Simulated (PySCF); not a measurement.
## Electron correlation in Mn⁺ (manganese, charge +1)

[Ar] 3d5 4s1, high-spin 7S determinant. Calculation: PySCF 2.14, in cc-pVDZ-DK (6s5p3d1f, 43 functions); the spin-free X2C one-electron Hamiltonian (Gaussian nucleus). Frozen: [Ar]; 6 electrons correlated.

MP2 pair energies summed by pair of shells (mhartree):

```json
{"pair": "3d-3d", "energy": "-56.84", "share (%)": "83.1"}
{"pair": "3d-4s", "energy": "-11.55", "share (%)": "16.9"}
```

Total MP2 correlation energy: -68.39 mhartree.

Same-spin part -68.39 and opposite-spin part 0.00 mhartree; SCS-MP2 scales them by 1/3 and 6/5 to -22.80 mhartree.
